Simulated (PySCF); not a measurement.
Ne⁺ (neon, charge +1) across methods

[He] 2s1 2p6, 2S determinant (an excited configuration). All numbers are calculated (PySCF 2.14, the spin-free X2C one-electron Hamiltonian (Gaussian nucleus), in aug-cc-pCVTZ-DK (7s6p4d2f, 59 functions)).

```csv
method,E (hartree),mean ε 2s α (eV),mean ε 2p α (eV),mean ε 2p β (eV),Σ⟨r²⟩ (bohr²),⟨S²⟩
r2SCANh,-127.3080,-61.041,-35.612,-32.685,7.025,0.752
UHF,-126.85436,-75.474,-45.565,-39.073,7.026,0.756
PBE0,-127.2818,-61.842,-36.642,-33.623,7.059,0.752
M06,-127.3555,-61.786,-36.567,-33.368,7.002,0.752
PW91,-127.4035,-57.055,-33.496,-31.476,7.091,0.751
BHandHLYP,-127.3152,-66.567,-39.914,-35.847,7.056,0.753
r2SCAN,-127.3229,-59.410,-34.432,-31.836,7.031,0.752
LDA,-126.6978,-56.597,-33.498,-31.564,7.127,0.751
```

Task: Estimate the same row for PBE.

Result: E (hartree) = -127.3251; mean ε 2s α (eV) = -57.021; mean ε 2p α (eV) = -33.403; mean ε 2p β (eV) = -31.366; Σ⟨r²⟩ (bohr²) = 7.102; ⟨S²⟩ = 0.751.
